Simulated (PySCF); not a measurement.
Sr, charge +1, doublet (a state made from the parent by changing its charge; the spin is typed, not shown lowest) (core potentials on Sr); HF/def2-TZVP run with PySCF.

The PySCF input:
```python
from pyscf import gto, scf

mol = gto.M(
    atom='''
Sr    0.000000    0.000000    0.000000
''',
    basis='def2-tzvp',
    ecp={'Sr': 'def2-tzvp'},
    charge=1,
    spin=1,
    verbose=4,
)

mf = scf.UHF(mol)
mf.kernel()
```

### Question
Write the output that PySCF gives for this input, abridged.

### Answer

```
PySCF version 2.14.0

[INPUT] verbose = 4
[INPUT] num. atoms = 1
[INPUT] num. electrons = 9
[INPUT] charge = 1
[INPUT] spin (= nelec alpha-beta = 2S) = 1
[INPUT] symmetry False subgroup None
[INPUT] Mole.unit = angstrom
[INPUT] Symbol           X                Y                Z      unit          X                Y                Z       unit  Magmom
[INPUT]  1 Sr     0.000000000000   0.000000000000   0.000000000000 AA    0.000000000000   0.000000000000   0.000000000000 Bohr   0.0

nuclear repulsion = 0
number of shells = 13
number of NR pGTOs = 53
number of NR cGTOs = 33
basis = def2-tzvp
ecp = {'Sr': 'def2-tzvp'}

******** <class 'pyscf.scf.uhf.UHF'> ********
method = UHF
initial guess = minao
damping factor = 0
level_shift factor = 0
DIIS = <class 'pyscf.scf.diis.CDIIS'>
diis_start_cycle = 1
diis_space = 8
diis_damp = 0
SCF conv_tol = 1e-09
SCF conv_tol_grad = None
SCF max_cycles = 50
direct_scf = True
direct_scf_tol = 1e-13
number electrons alpha = 5  beta = 4
Set gradient conv threshold to 3.16228e-05
init E= -28.6393923422372

cycle= 1 E= -30.1671648020425  delta_E= -1.53  |g|= 0.153  |ddm|= 1.46
cycle= 2 E= -30.1726063538228  delta_E= -0.00544  |g|= 0.0101  |ddm|= 0.357
cycle= 3 E= -30.1727433881722  delta_E= -0.000137  |g|= 0.00257  |ddm|= 0.0967
cycle= 4 E= -30.1727642277787  delta_E= -2.08e-05  |g|= 0.000891  |ddm|= 0.0418
cycle= 5 E= -30.1727671730121  delta_E= -2.95e-06  |g|= 3.32e-05  |ddm|= 0.0225
cycle= 6 E= -30.1727671739729  delta_E= -9.61e-10  |g|= 1.74e-06  |ddm|= 0.000224
Extra cycle  E= -30.172767173977  delta_E= -4.03e-12  |g|= 4.62e-07  |ddm|= 1.87e-05
converged SCF energy = -30.172767173977  <S^2> = 0.750366  2S+1 = 2.000366
```
